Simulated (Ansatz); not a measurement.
Program: Ansatz. Geometries: PBE0-D4/def2-TZVP. ΔE: electronic, gas phase. CBS: MP2 limit from def2 TZ/QZ plus the TZ coupled-cluster correction, frozen cores. Functionals use def2-TZVPP. B3LYP here is the variant with VWN-RPA as its local correlation; programs differ in this. For Br outer-core shells are correlated without core-valence functions, which leaves a few kJ/mol of doubt a bond. Scalar relativity is left out up to krypton. Each species was taken in one conformer, which may not be the lowest.

`CCO[SiH2]OC` + `O[SiH](Cl)Br` → `CCO[SiH3]` + `CO[Si](O)(Cl)Br`  (redistribution)

```
             level  ΔE (kcal/mol)  difference from CCSD(T)/CBS
            PBE-D4            0.2                          0.3
         r2SCAN-D4           -0.3                         -0.2
           PBE0-D4           -0.1                          0.0
          B3LYP-D4           -0.2                         -0.1
           ωB97X-V           -0.2                         -0.1
           ωB97M-V           -0.2                         -0.1
            B2PLYP            0.5                          0.6
               PBE            1.0                          1.1
            r2SCAN           -0.2                         -0.1
              PBE0            0.5                          0.6
             B3LYP            1.1                          1.2
     HF/def2-TZVPP            0.4                          0.5
    MP2/def2-TZVPP           -0.3                         -0.2
SCS-MP2/def2-TZVPP            0.0                          0.1
   CCSD/def2-TZVPP           -0.1                          0.0
CCSD(T)/def2-TZVPP           -0.2                         -0.1
     HF/def2-QZVPP            0.4                          0.5
    MP2/def2-QZVPP           -0.3                         -0.2
SCS-MP2/def2-QZVPP            0.0                          0.1
      HF/CBS(def2)            0.4                          0.5
     MP2/CBS(def2)           -0.3                         -0.2
    CCSD/CBS(def2)            0.0                          0.1
       CCSD(T)/CBS           -0.1                            0
```

Largest T1 diagnostic among the species: 0.011.

The D4 term adds −1.3 kcal/mol with B3LYP and −0.6 kcal/mol with PBE0; it sums over pairs of atoms, weighted by their polarisabilities, and B3LYP, whose exchange is more repulsive, gets the larger term.
